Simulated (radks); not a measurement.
Results of a calculation; reference values are marked as such.
The molybdenum ion Mo4+, 38 electrons, occupied as [Ar] 3d10 4s1.75 4p6 4d2 5p0.25 (fractional occupations, a model configuration). Code: a radial shooting solver on a logarithmic mesh with Libxc functionals. Model: non-relativistic Kohn-Sham, r2SCAN, spin-unpolarised, spherical densities, point nucleus; meta-GGA in the generalised Kohn-Sham scheme; relativity is left out, which matters for an element this heavy.

Unscreened Slater integrals over Kohn-Sham orbitals (eV). Empty in this configuration: 5s.

F0(5p,5p): 8.3848
F2(5p,5p): 4.5950
F0(5p,4d): 10.163
F2(5p,4d): 3.4241
G1(5p,4d): 1.2990
G3(5p,4d): 1.1818
F0(5p,4p): 10.478
F2(5p,4p): 2.8513
G0(5p,4p): 0.60362
G2(5p,4p): 0.79948
F0(5p,4s): 10.575
G1(5p,4s): 0.84304
F0(5p,5s): 8.8469
G1(5p,5s): 5.9504
F0(4d,4d): 16.547
F2(4d,4d): 8.4862
F4(4d,4d): 5.6186
F0(4d,4p): 18.169
F2(4d,4p): 9.1875
G1(4d,4p): 11.565
G3(4d,4p): 7.1316
F0(4d,4s): 18.667
G2(4d,4s): 8.6063
F0(4d,5s): 11.212
G2(4d,5s): 1.8927
F0(4p,4p): 20.426
F2(4p,4p): 10.835
F0(4p,4s): 21.160
G1(4p,4s): 14.511
F0(4p,5s): 11.620
G1(4p,5s): 0.97713
F0(4s,4s): 21.991
F0(4s,5s): 11.741
G0(4s,5s): 0.66772
F0(5s,5s): 9.4373

Derived for the open shells (J is the average intra-shell exchange parameter used in DFT+U). 4d: Racah B = F2/49 - 5 F4/441 = 0.1095 eV, C = 35 F4/441 = 0.4459 eV, C/B = 4.07, F4/F2 = 0.662, J = (F2 + F4)/14 = 1.007 eV. 5p: J = F2/5 = 0.9190 eV.
